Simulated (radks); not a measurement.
The numbers below are computed, except where a source is named.
Species: the silver ion Ag24+. Configuration: [Ar] 3d5 (the NIST ground configuration). Code: a radial shooting solver on a logarithmic mesh with Libxc functionals. Model: scalar-relativistic Kohn-Sham, HCTH/407, spin-polarised, spherical densities, finite nucleus; open shells are filled with parallel spins first (spin-orbit coupling, left out, can overturn this in heavy ions); Fermi nuclear charge, rms radius 4.5454 fm.

Local quantities along the radius. ELF = 1/(1 + alpha^2) is the electron localisation function; alpha = (tau - tau_W)/tau_unif compares the Pauli kinetic energy density with that of the uniform gas (summed over spins). tau is taken from the large components.

r (bohr)    ELF    alpha
0.001487  0.999  0.02286
0.00186   0.999  0.02327
0.002327  0.999  0.02414
0.002888  0.999  0.02551
0.003613  0.999  0.02770
0.004521  0.999  0.03096
0.00561   0.999  0.03562
0.007019  0.998  0.04290
0.008711  0.997  0.05379
0.0109    0.995  0.07212
0.01363   0.989   0.1038
0.01692   0.975   0.1593
0.02117   0.932   0.2706
0.02628   0.811   0.4822
0.03287   0.564   0.8787
0.04113   0.353    1.354
0.05104   0.330    1.426
0.06386   0.492    1.016
0.07989   0.702   0.6514
0.09915   0.785   0.5230
0.124     0.709   0.6412
0.154     0.428    1.156
0.1926    0.272    1.635
0.241     0.500    1.001
0.2991    0.761   0.5602
0.3741    0.822   0.4660
0.4681    0.737   0.5971
0.5809    0.443    1.121
0.7268    0.083    3.314
0.902     0.004    15.22
1.128     0.000    134.0

On this mesh the ELF has minima near r = 0.046, 0.19 bohr, which separate the shells, and maxima near 0.099 (0.79), 0.37 (0.82).
